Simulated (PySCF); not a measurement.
Vertical excitations of a molecule C2H7GeN from PySCF with TDDFT-CAM-B3LYP/def2-SVPD, as energy in eV (oscillator strength): 5.88 (0.041), 6.57 (0.031), 7.12 (0.354), 7.41 (0.038), 7.66 (0.025), 7.78 (0.026), 7.86 (0.016), 7.97 (0.017), 8.05 (0.011), 8.17 (0.012). Lowest triplet (TDA): 4.24 eV. Geometry optimised at B3LYP-D3(BJ)/def2-SVP. One conformer was computed; it need not be the lowest.

Q: Which structure fits?
A. C[N](C)[GeH]
B. C=[CH][GeH2][NH2]
C. C/N=[CH]\[GeH3]
D. [CH2]1N[CH2][GeH2]1

A: B, C=[CH][GeH2][NH2]
